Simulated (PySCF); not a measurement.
H4NSi, SMILES [NH][SiH3] (connectivity only; charge and spin as stated), charge -1, multiplicity 1. Atoms are numbered in the order given.

```xyz
6

N      0.1285    -1.1874     0.0000
Si    -0.0078     0.4645     0.0000
H     -0.7546    -1.6899     0.0000
H     -0.6986     1.1938     1.1660
H      1.3605     1.1109     0.0000
H     -0.6986     1.1938    -1.1660
```
Charge -1, spin multiplicity 1.

Geometry optimised at PBE0-D3(BJ)/def2-TZVPD. The spin state was assumed, not searched. The isomer is the one that the SMILES or the coordinates give; other isomers of the formula were not compared.

Method: PBE/def2-TZVPD (PySCF).

ESP charges are fitted to the potential on shells at 1.4 to 2.0 van der Waals radii. Atomic charges (e):

| atom | IAO | ESP fit |
|---|---|---|
| N1 | -1.12 | (withheld) |
| Si2 | 0.62 | (withheld) |
| H3 | 0.20 | (withheld) |
| H4 | -0.25 | (withheld) |
| H5 | -0.20 | (withheld) |
| H6 | -0.25 | (withheld) |

Fill in the missing entries. (Estimate from the structure and the level; the computed values follow.)


- N1, ESP fit: -1.09
- Si2, ESP fit: 0.51
- H3, ESP fit: 0.28
- H4, ESP fit: -0.26
- H5, ESP fit: -0.18
- H6, ESP fit: -0.26
